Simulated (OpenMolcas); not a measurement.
Ti2+: ligand-field states by method

Ti2+ with its 6 nearest fluoride ions at 2.203 Å, on the Ca site of CsCaF3 (a = 4.526 Å, distance in the model lattice 2.263 Å). The rest of the host is ab initio model potentials to 7.6 Å, with orthogonalisation functions on the cations behind the ligands, and point charges beyond; the distance is set by hand and nothing relaxes. Ligand basis ANO-RCC-VDZP.

| Property | Result |
| --- | --- |
| Program | OpenMolcas |
| Basis | ANO-RCC-VDZP [5s4p2d1f] |
| Scalar Hamiltonian | DKH2, point nucleus |
| Active space | 2 electrons in 5 orbitals (3d) |
| State averaging | 2S+1 = 3 even, 10 roots; 2S+1 = 1 even, 15 roots |
| Spin-orbit coupling | RASSI with atomic mean-field integrals over the reference wave functions |

I. CASSCF
II. SS-CASPT2, IPEA 0.25 Eh, imaginary shift 0.1 Eh (closed shells correlated: 3s 3p and the ligand valence shells)

Spin-free states (labels of O, the rotations of Oh) in cm-1, each column counted from its own energy of the first state listed:

```json
{"State": "3T1", "Degeneracy": "3", "I": "0", "II": "0"}
{"State": "3T2", "Degeneracy": "3", "I": "9120", "II": "10180"}
{"State": "1T2", "Degeneracy": "3", "I": "11976", "II": "9600"}
{"State": "1E", "Degeneracy": "2", "I": "12263", "II": "10210"}
{"State": "3A2", "Degeneracy": "1", "I": "19723", "II": "21470"}
{"State": "3T1", "Degeneracy": "3", "I": "21036", "II": "19360"}
{"State": "1T2", "Degeneracy": "3", "I": "23443", "II": "21650"}
{"State": "1A1", "Degeneracy": "1", "I": "23479", "II": "19710"}
{"State": "1T1", "Degeneracy": "3", "I": "25956", "II": "24520"}
{"State": "1E", "Degeneracy": "2", "I": "34119", "II": "33180"}
{"State": "1A1", "Degeneracy": "1", "I": "53431", "II": "47040"}
```

From I to II, I's first state of the same spin (3T2) moves from 9120 to 10180 cm-1, by about +1100 cm-1.

From I to II, I's first state of another spin (1T2) moves from 11976 to 9600 cm-1, by about -2400 cm-1.

I: A least-squares ligand-field fit to the states below 45000 cm-1, each weighted by its degeneracy and with a free common offset, gives 10Dq = 10718 cm-1, B = 864 cm-1 and C = 3207 cm-1 (C/B = 3.71), with an rms deviation of 168 cm-1. The same method and metal basis give the free ion B = 884 cm-1 (fit to its terms below 60000 cm-1, rms deviation 77 cm-1), so the nephelauxetic ratio is β = 864 / 884 = 0.98; it hangs on how both fits weigh the states, and computed free-ion B values tend to be too large, so β mixes covalency with correlation.

II: A least-squares ligand-field fit to the states below 45000 cm-1, each weighted by its degeneracy and with a free common offset, gives 10Dq = 11612 cm-1, B = 694 cm-1 and C = 2721 cm-1 (C/B = 3.92), with an rms deviation of 276 cm-1. The same method and metal basis give the free ion B = 805 cm-1 (fit to its terms below 60000 cm-1, rms deviation 737 cm-1), so the nephelauxetic ratio is β = 694 / 805 = 0.86; it hangs on how both fits weigh the states, and computed free-ion B values tend to be too large, so β mixes covalency with correlation.

From I to II, 10Dq changes by +8 %, B by -20 % and C by -15 %.

χT at 300 K: I 1.10, II 1.10 cm3 K/mol.

Roots that are degenerate in the reference are averaged as groups; the widest CASPT2 spread within a group is 230 cm-1 (the 3-fold group of multiplicity 1 near 21700 cm-1 above the lowest state of its run, II). Shifts and gaps below about the spread of the groups concerned are not significant. Over all roots computed the reference weight is 0.73 to 0.74 in II; a low but even weight reflects the number of correlated electrons. An orbital triplet at a regular site is open to Jahn-Teller coupling, which can distort the site and quench the lowest spin-orbit gaps and is left out. Ligand-to-metal charge-transfer states are missing. With no ligand orbital active B as a rule stays too high, so bands that hang on it stand too high and its fall with covalency is understated. Without dynamic correlation the repulsion within the d shell is too large (B by tens of per cent), so at a given field states of lower spin stand too high (holds for I). With metal d orbitals alone and no dynamic correlation 10Dq can be off by a tenth to a fifth, either way, in oxide and fluoride hosts (holds for I). With one d shell and no ligand orbital active, 10Dq can be off by tens of per cent for divalent 3d ions, low with halides held by bare charges and at times high in hosts (holds for II). Free-ion shares, where given, are those of the reference states; single-state CASPT2 does not remix them (holds for II). No measured value stands beside these numbers; the geometry was set by hand and not optimised.
